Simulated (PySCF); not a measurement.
Structure problem from calculated spectra and properties.

Elements present: B, C and H. Monoisotopic mass: 64.0484 u.

* Dipole: 1.36 D [B3LYP/def2-SVPD]
* Couplings: largest of the computed one-bond spin–spin couplings (means over like bonds): 13C–1H +277.6, 13C–13C +200.8, 13C–1H +167.0, 13C–1H +153.6, 11B–1H +137.6 (×2), 13C–13C +98.5, 13C–11B +65.9, 13C–13C +64.7 Hz [B3LYP/pcJ-1, spin–dipole term left out for some pairs]
* Polarisability: 67.4 au [B3LYP/def2-SVPD]
* Rotational structure: rotational constants A, B, C: 12.756, 3.397, 2.683 GHz [PBE0-D3(BJ)/def2-SVP]
* 1H NMR: chemical shifts (computed TMS as zero) by class: 7.46 (1 H), 7.04 (2 H), 6.89 (1 H), 4.02 (1 H) ppm [GIAO PBE0/pcSseg-1]
* NMR, other nuclei: isotropic shieldings of nuclei other than C and H, by class: 31 (1 B) ppm [GIAO PBE0/pcSseg-1]
* Valence photoelectron: vertical ionisation energy: 9.64 eV [ΔSCF B3LYP/def2-SVPD]
* 13C NMR: chemical shifts (computed TMS as zero) by class: 155.3 (1 C), 150.7 (1 C), 104.8 (1 C), 85.1 (1 C) ppm [GIAO PBE0/pcSseg-1]
* UV, first state: lowest singlet excitation: 4.02 eV (308 nm, f = 0.000) [TDDFT B3LYP/def2-SVPD]

The electronic properties come from PySCF, for the isolated species, density fitting. Levels stand in brackets. Isolated species at its PBE0-D3(BJ)/def2-SVP geometry, gas phase. NMR classes are plain means over equivalent atoms (diastereotopic ones count apart unless rotation or inversion swaps them), as if these changed places fast.

Question: Which formula fits the mass and the elements?

Answer: C4H5B (calculated 64.0484). No other formula that holds each of these elements comes within 0.0003 u with a fitting electron parity and a possible valence count.

Question: Give a SMILES that accounts for the data.

Answer: Numbering: `[BH2:1]/[CH:2]=[CH:3]\[C:4]#[CH:5]`. 4 carbons fall into 4 classes; from least to most shielded: alkene CH carbon [C2] (155.3 ppm), alkene CH carbon [C3] (150.7 ppm), terminal alkyne carbon [C5] (104.8 ppm), alkyne carbon [C4] (85.1 ppm). Hydrogen classes from least to most shielded: 1 H on an alkene CH carbon, C2 (7.46 ppm), 2 H on a three-coordinate boron, B1 (7.04 ppm, a mean of values up to 0.6 ppm apart in this geometry), 1 H on an alkene CH carbon, C3 (6.89 ppm), 1 H on a terminal alkyne carbon, C5 (4.02 ppm). The other shieldings belong to: 31 ppm, three-coordinate boron [B1]. The couplings run between: +277.6 Hz, terminal alkyne carbon [C5] and its hydrogen; +200.8 Hz, alkyne carbon [C4] and terminal alkyne carbon [C5]; +167.0 Hz, alkene CH carbon [C3] and its hydrogen; +153.6 Hz, alkene CH carbon [C2] and its hydrogen; +137.6 Hz, three-coordinate boron [B1] and its hydrogen (with 1 like pair); +98.5 Hz, alkene CH carbon [C3] and alkyne carbon [C4]; +65.9 Hz, alkene CH carbon [C2] and three-coordinate boron [B1]; +64.7 Hz, alkene CH carbon [C2] and alkene CH carbon [C3]. S1 is mainly HOMO−1→LUMO (weight 0.99); the largest Löwdin shares of the orbital it empties are 0.41 on the terminal alkyne carbon, 0.38 on the alkyne carbon and 0.06 on an alkene CH carbon, of the orbital it fills 0.28 on the three-coordinate boron, 0.22 on an alkene CH carbon, 0.19 on an alkene CH carbon and 0.10 on the terminal alkyne carbon. The first electron is taken from the HOMO, whose largest Löwdin shares are 0.26 on the terminal alkyne carbon, 0.25 on an alkene CH carbon, 0.22 on the alkyne carbon and 0.15 on an alkene CH carbon. The optimised geometry has point group Cs and is an asymmetric top. Structure: `B/C=C\C#C`. Computed isomers that give other values at the same levels: `BC(=C)C#C` (rotational constant A: 10.233 GHz; this holds for the one conformer computed); `C#CBC=C` (lowest singlet excitation: 3.83 eV (324 nm, f = 0.000)); `BC#CC=C` (lowest singlet excitation: 3.32 eV (374 nm, f = 0.000)). The assignments are read from this structure; whether some other isomer fits the data as well wasn't checked.
